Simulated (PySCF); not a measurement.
Compound: AlCl2(tBu), C₄H₉AlCl₂.
Cartesian coordinates in Å at the PBE0-D3(BJ)/def2-SVP level; atoms count from 1:
```xyz
16
C4H9AlCl2 angstrom
Al     0.9473    1.6554   -0.0367
Cl     3.0354    1.8201    0.1448
Cl    -0.1219    3.4514   -0.2645
C     -0.0065   -0.0615    0.0009
C     -0.7990   -0.1245    1.3134
C      0.9728   -1.2322   -0.0812
C     -0.9774   -0.0914   -1.1853
H     -1.3937   -1.0566    1.3537
H     -0.1423   -0.1259    2.1997
H     -1.5063    0.7149    1.4165
H      1.6875   -1.2384    0.7569
H      1.5606   -1.2187   -1.0131
H      0.4234   -2.1919   -0.0543
H     -0.4531   -0.0725   -2.1550
H     -1.6809    0.7566   -1.1683
H     -1.5801   -1.0187   -1.1611
```

Lines to be assigned: C 1s: 290.28 (area 1), 290.82 (area 3) eV; Al 1s: 1567.99 eV; Cl 1s: 2828.34 eV; Cl 2p3/2: 205.75 eV.

Computed with delta-SCF UKS SCAN, pcX-2 on the ionised atom, pcseg-1 elsewhere, spin-free X2C (PySCF). Isolated species at its PBE0-D3(BJ)/def2-SVP geometry, gas phase.

**Question.** Assign the C 1s lines to atoms.

**Answer.** 290.28 eV: C4 (carbon bonded to Al and 3 C); 290.82 eV: C5/C6/C7 (carbon bonded to C and 3 H). The listed C 1s values span 0.54 eV, from C4 (bonded to 3 C and Al) to C5/C6/C7 (bonded to C and 3 H).

Bonded neighbours of each site: Al1: 2 Cl and C; Cl2/Cl3: Al; C4: 3 C and Al; C5/C6/C7: C and 3 H.

**Question.** Which photon energy gives electrons from C 1s of C5/C6/C7 a kinetic energy of 50 eV, and what is their de Broglie wavelength?

**Answer.** hν = 290.82 + 50 = 340.82 eV, recoil neglected; λ = 12.264 Å/√(E/eV) = 1.73 Å.

One atom of each set of topologically equivalent atoms was ionised and stands for the set; in this conformer not all members are related by symmetry, and their own values weren't computed. The 2p values aren't plain energy differences: one relaxed spin-free 2p hole is combined with a matrix within the shell (ground-state 2p orbital-energy differences and spin–orbit coupling). 2p3/2, the mean of its two sublevels, lies a third of the splitting below the shell's mean and 2p1/2 two thirds above it; the statistical areas are 2:1. 2p1/2 minus 2p3/2 (ligand field included): Cl 1.65 eV.
